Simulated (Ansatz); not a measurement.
## A geometry optimisation of CH4AlBSi with PBE0-D3(BJ)/def2-SVP

The starting geometry of this gas-phase singlet was optimised with GFN2-xTB.

```xyz
8

C     0.9143   -2.0856    1.1940
Al    1.0944   -3.7881    0.2322
B     1.4389   -1.1764    2.2549
Si   -0.5444   -2.0363   -0.0037
H     2.3775   -1.4437    2.9134
H     0.8956   -0.1466    2.4473
H    -1.5208   -0.8804   -0.0128
H     1.8437   -5.2003   -0.0357
```

Question: Where would you expect an optimisation with PBE0-D3(BJ)/def2-SVP to take it?

Answer: It keeps its bonds, and is `B[C]1=[SiH][AlH]1`.

The energy falls by 0.60 eV over 22 steps:

```json
{"step": "1", "E − E(last) (eV)": "0.599"}
{"step": "3", "E − E(last) (eV)": "0.334"}
{"step": "6", "E − E(last) (eV)": "0.268"}
{"step": "8", "E − E(last) (eV)": "0.159"}
{"step": "10", "E − E(last) (eV)": "0.060"}
{"step": "13", "E − E(last) (eV)": "0.012"}
{"step": "15", "E − E(last) (eV)": "0.002"}
{"step": "17", "E − E(last) (eV)": "0.000"}
{"step": "20", "E − E(last) (eV)": "0.000"}
{"step": "22", "E − E(last) (eV)": "0.000"}
```

Final geometry (Å):

```yaml
atoms:
  - { symbol: C, position_ang: [0.6689, -1.9035, 1.1874] }
  - { symbol: Al, position_ang: [1.0902, -3.5111, 0.1974] }
  - { symbol: B, position_ang: [1.5094, -1.2131, 2.2029] }
  - { symbol: Si, position_ang: [-0.7228, -2.2230, 0.1379] }
  - { symbol: H, position_ang: [1.4515, -1.5272, 3.3741] }
  - { symbol: H, position_ang: [2.3196, -0.3723, 1.8705] }
  - { symbol: H, position_ang: [-1.9354, -1.3421, 0.1137] }
  - { symbol: H, position_ang: [2.1178, -4.6652, -0.0944] }
```

No frequencies were run, so the end isn't proven a minimum. Run with Ansatz 0.2.0, 40 s on 2 threads of Arm Neoverse V1, with other jobs on the host.
